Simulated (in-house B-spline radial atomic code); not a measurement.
# Ionising Hf+ with different functionals

Computed with a radial B-spline atomic code at the basis-set limit: scalar-relativistic (spin-free X2C) Hamiltonian, Fermi nucleus of rms radius 5.347 fm, spin-polarised at highest spin, spherical fractional occupations for the functionals, the average over the highest-spin determinants for Hartree-Fock. The ionisation energy is the difference of two self-consistent energies, [Xe] 4f14 5d1 6s2 → [Xe] 4f14 5d2, without Breit or QED terms; ε is the level of the shell that loses the electron (its least bound occupied spin orbital). The two configurations differ by more than the removed electron. There is no spin-orbit coupling in this Hamiltonian.

Hybrids are left out here: with spherical fractional occupations of an open shell their exact exchange keeps a self-interaction that integer-occupation calculations don't have.

```tsv
method	rung	ΔSCF (eV)	-ε(6s) (eV)
Hartree-Fock	Hartree-Fock	13.18	13.25
LDA VWN5	LDA	15.41	11.83
LDA PW92	LDA	15.42	11.84
LDA exchange-only	LDA	14.38	10.68
PBE	GGA	15.05	11.57
PBEsol	GGA	14.99	11.60
BLYP	GGA	15.32	11.54
RPBE	GGA	14.91	11.46
PW91	GGA	15.10	11.63
BP86	GGA	15.24	11.75
AM05	GGA	14.93	11.53
OLYP	GGA	14.62	11.19
TPSS	meta-GGA	14.67	11.48
SCAN	meta-GGA	?	?
r2SCAN	meta-GGA	?	?
revTPSS	meta-GGA	14.66	11.53
```

Problem. What does r2SCAN give?

Solution. ΔSCF 14.60 eV, and -ε(6s) = 11.65 eV.

Problem. What does SCAN give?

Solution. ΔSCF 15.17 eV, and -ε(6s) = 11.80 eV.

Problem. How do they compare with the NIST value?

Solution. NIST lists 14.61 eV ± 0.04 (tabulated theory, ground level to ground level). Errors run from -1.43 to +0.81 eV; OLYP is closest (+0.01 eV), though others lie within the uncertainty of it, and part of that can be cancellation, since the calculations leave out spin-orbit coupling, Breit-QED terms, multiplet and fine-structure energies. Hartree-Fock also lacks correlation.
